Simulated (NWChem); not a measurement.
Correlation energy of C2H4F

```
C
H 1 1.0994
H 1 1.1025 2 108.44
H 1 1.1088 2 107.74 3 -115.43
C 1 1.4752 2 110.25 4 -122.91
F 5 1.3371 1 116.04 2 -173.63
H 5 1.0955 6 113.11 1 151.21
```
Charge 0, spin multiplicity 2.

Program: NWChem. All single points use one geometry, from UPBE0/def2-SVP, a minimum by its harmonic frequencies.

Basis set: STO-3G. Each correlation energy counts from its own Hartree-Fock reference.

The correlated methods keep 3 core orbitals frozen. The structure started from a generated list of species. No SCF solution was tested for a lower state. Open-shell Hartree-Fock references start from PBE0 orbitals. Coupled-cluster values serve here as a point of comparison, not as the truth.

**Question.** One of these methods gave a correlation energy of -105.3 mHa. Which?
A. UMP2
B. CCSD on UHF
C. CCSD[T] on UHF
D. SCS-UMP2

**Answer.** A, UMP2. The others give -115.8 (SCS-UMP2), -143.6 (CCSD on UHF), -146.0 (CCSD[T] on UHF).
